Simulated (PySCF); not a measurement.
# A small calculation by hand: entropy of an ideal gas

Ge(Br)(NH2) (BrGeH2N), SMILES [Br][Ge][NH2] (connectivity only; charge and spin as stated), neutral, multiplicity 1.

The structure is a stationary point at PBE0-D3(BJ)/def2-SVP. One conformer was computed; it need not be the lowest.

PBE0-D3(BJ)/def2-SVP run with PySCF gives the harmonic wavenumbers 191, 275, 455, 513, 700, 733, 1506, 3573, 3697 cm⁻¹ and the rotational temperatures 0.5533, 0.0956, 0.0816 K. The molar mass is 168.56 g/mol, the symmetry number 1, the spin multiplicity 1.

Q: Work out the entropy at 298.15 K and 1 atm in the rigid-rotor, harmonic-oscillator model.

A: 
Translation (Sackur–Tetrode at 1 atm): S = R[1.5 ln M + 2.5 ln T − 1.16487] = 172.7 J/(mol K).
Rotation: q = (√π/σ) T^1.5/√(θA θB θC) = 139000, S = R[ln q + 3/2] = 110.9 J/(mol K).
Vibration: with u = 1.4388 ν/T, each mode gives R[u/(e^u − 1) − ln(1 − e^−u)]:
| ν (cm⁻¹) | modes | u | S (J/(mol K)) |
|---|---|---|---|
| 191 | 1 | 0.92 | 9.28 |
| 275 | 1 | 1.33 | 6.55 |
| 455 | 1 | 2.20 | 3.27 |
| 513 | 1 | 2.48 | 2.62 |
| 700 | 1 | 3.38 | 1.28 |
| 733 | 1 | 3.54 | 1.13 |
| 1506 | 1 | 7.27 | 0.05 |
The stiffer modes add less than 0.005 each. Sum 24.2 J/(mol K).
Spin: R ln 1 = 0.0 J/(mol K).
Total 307.8 J/(mol K); the program's own thermochemistry gives 307.8. Translation makes up 56 % and vibration 8 %. Anharmonicity, hindered rotation and orbital degeneracy are left out.
